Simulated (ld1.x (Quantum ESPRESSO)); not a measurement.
oxygen: variants of one TM potential

Base potential:

oxygen, norm-conserving Troullier–Martins (Kleinman–Bylander form), made with ld1.x (Quantum ESPRESSO) 7.5 (PBE, fully relativistic). Core [He], reference 2s2 2p3 (charge +1). Waves: 2s (bound): rc 0.60 bohr; 2p (bound): rc 1.50 bohr; 3d channel at 0.25 Ry: rc 1.30 bohr. Local part: all-electron potential smoothed inside 0.65 bohr (lloc = -1). Core correction: Bessel-smoothed model core inside 0.30 bohr.

Open shells are filled in proportion to 2j + 1 (rel_dist='average').

Cutoffs, loose and tight: the cutoffs (Ry, on a coarse ladder) from which the occupation-weighted sum of valence levels, in a spherical-Bessel basis at the reference potential, stays within 10 and 1 mRy of its value at 400 Ry. They do not see the model core or the augmentation charge, which bear on the density cutoff. Test errors are all-electron minus pseudo excitation energies from the reference, over the configurations 2s2 2p4; 2s2 2p2; 2s2 2p1; 2s0 2p6; 2s2 2p3.5; 2s2 2p0; 2s2 2p4.3. A dash means not determined; rows that change the core or the reference have their own tests.

| change | outcome | cutoff, loose | cutoff, tight | bound ghosts | largest test error (meV) |
| --- | --- | --- | --- | --- | --- |
| base | generated | 200 Ry | over 300 Ry | none | +1801 |
| wave 2s (bound): rc 0.60 bohr becomes 2s (bound): rc 0.80 bohr | generated | 80 Ry | 200 Ry | none | +1787 |
| wave 2p (bound): rc 1.50 bohr becomes 2p (bound): rc 1.28 bohr | generated | 200 Ry | over 300 Ry | none | +1070 |
| all radii but the core radius scaled by about 0.94 (s 0.56, p 1.40, d 1.22 bohr); local potential all-electron potential smoothed inside 0.60 bohr (lloc = -1) | generated | 230 Ry | over 300 Ry | none | +1526 |
| scalar-relativistic | generated | 200 Ry | over 300 Ry | none | +1795 |
| type RRKJ; local potential the d channel; rho0 0.02 | generated | over 300 Ry | over 300 Ry | none | +2286 |
| local potential the p channel | generated | 200 Ry | over 300 Ry | none | +1667 |
| functional LDA (PZ) | generated | 200 Ry | over 300 Ry | none | +1774 |
